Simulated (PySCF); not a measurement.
Isomers of C5H6OS.

All values: PBE0/pcSseg-1 (PySCF) at PBE0-D3(BJ)/def2-SVP geometries, gas phase, one conformer each.

Question: Rank by LUMO energy, lowest first.
A. `[CH3:1][S:2][c:3]1[cH:4][cH:5][cH:6][o:7]1` with C1–S2–C3–C4 180°
B. `[CH3:1][O:2][c:3]1[cH:4][cH:5][cH:6][s:7]1` with C1–O2–C3–C4 179°
C. `[OH:1][CH2:2][c:3]1[cH:4][cH:5][cH:6][s:7]1` with H–O1–C2–C3 52°, O1–C2–C3–C4 79°
D. `[CH3:1][O:2][c:3]1[cH:4][cH:5][s:6][cH:7]1` with C1–O2–C3–C4 179°

Answer: C (-0.66 eV), D (-0.24 eV), B (0.01 eV), A (0.37 eV).

Question: Rank by the highest IAO charge on any atom, highest value first.
A. `[SH:1][CH2:2][c:3]1[cH:4][cH:5][cH:6][o:7]1` with H–S1–C2–C3 -62°, S1–C2–C3–C4 -107°
B. `[CH3:1][O:2][c:3]1[cH:4][cH:5][s:6][cH:7]1` with C1–O2–C3–C4 179°
C. `[CH3:1][O:2][c:3]1[cH:4][cH:5][cH:6][s:7]1` with C1–O2–C3–C4 179°

Answer: B (+0.344 e), C (+0.271 e), A (+0.174 e).

All values together:

```
   SMILES  μ (D)  HOMO (eV)  LUMO (eV)  lowest IAO charge (e)  highest IAO charge (e)  lowest Hirshfeld charge (e)  highest Hirshfeld charge (e)
CSc1ccco1   1.13      -5.77       0.37             -0.498 (C)              +0.182 (S)                   -0.117 (C)                    +0.063 (H)
COc1cccs1   1.17      -6.04       0.01             -0.345 (C)              +0.271 (S)                   -0.109 (C)                    +0.080 (S)
CSc1ccoc1   0.91      -6.04       0.27             -0.505 (C)              +0.182 (S)                   -0.116 (C)                    +0.067 (H)
OCc1cccs1   1.42      -6.93      -0.66             -0.540 (O)              +0.349 (H)                   -0.234 (O)                    +0.156 (H)
COc1ccsc1   1.16      -6.31      -0.24             -0.421 (C)              +0.344 (S)                   -0.129 (C)                    +0.087 (S)
SCc1ccco1   1.63      -6.54      -0.14             -0.344 (C)              +0.174 (H)                   -0.090 (C)                    +0.065 (H)
```

Conformers: `[CH3:1][S:2][c:3]1[cH:4][cH:5][cH:6][o:7]1` with C1–S2–C3–C4 180°; `[CH3:1][O:2][c:3]1[cH:4][cH:5][cH:6][s:7]1` with C1–O2–C3–C4 179°; `[CH3:1][S:2][c:3]1[cH:4][cH:5][o:6][cH:7]1` with C1–S2–C3–C4 180°; `[OH:1][CH2:2][c:3]1[cH:4][cH:5][cH:6][s:7]1` with H–O1–C2–C3 52°, O1–C2–C3–C4 79°; `[CH3:1][O:2][c:3]1[cH:4][cH:5][s:6][cH:7]1` with C1–O2–C3–C4 179°; `[SH:1][CH2:2][c:3]1[cH:4][cH:5][cH:6][o:7]1` with H–S1–C2–C3 -62°, S1–C2–C3–C4 -107°.
